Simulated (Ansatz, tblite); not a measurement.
Forces on FeI₂ at its PBE0-D4/def2-TZVP geometry. Charge 0, multiplicity 5.

In the def2 sets I takes a core potential; there is no spin–orbit coupling. The xTB rows come from tblite. Correlated methods freeze 13 core orbitals; core or outer-core shells of Fe, I are correlated, in sets that lack core-valence functions.

GFN2-xTB (tblite), largest force 0.85 eV/Å:

```xyz
3
positions Å, forces eV/Å
Fe    0.001    0.009   -0.015    0.000   -0.004    0.007
I     2.111    1.021    0.806   -0.726   -0.351   -0.278
I    -2.112   -1.031   -0.791    0.727    0.355    0.272
```

PBE-D4/def2-TZVP (Ansatz), largest force 0.15 eV/Å:

```
Fe -0.001 -0.006 0.010
I -0.129 -0.060 -0.054
I 0.130 0.066 0.044
```

PBE-QIDH/def2-TZVP (Ansatz), largest force 0.12 eV/Å:

```
Fe -0.001 -0.006 0.010
I 0.106 0.054 0.035
I -0.105 -0.048 -0.045
```
